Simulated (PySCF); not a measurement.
Potential energy surface of Cl₂Sn, singlet: symmetric bend, bond length relaxed. Scanned: Cl-Sn-Cl angle. Other coordinates (Sn-Cl bond length) were minimised at PBE0/def2-TZVP.

Method: CCSD(T) on RHF/def2-TZVP, 14 core orbitals frozen, def2 effective core potentials past Kr (PySCF).

Scanned values (°): 180, 170, 160, 150, 140, 130, 120, 110, 100, 90, 80.

**Question.** Locate the minima and the barriers on this grid.

**Answer.** Lower than their neighbours: 100° (0.0 kcal/mol). Higher than their neighbours: 180° (33.3 kcal/mol, end of the scan), 80° (7.2 kcal/mol, end of the scan). The whole profile spans 33.3 kcal/mol.
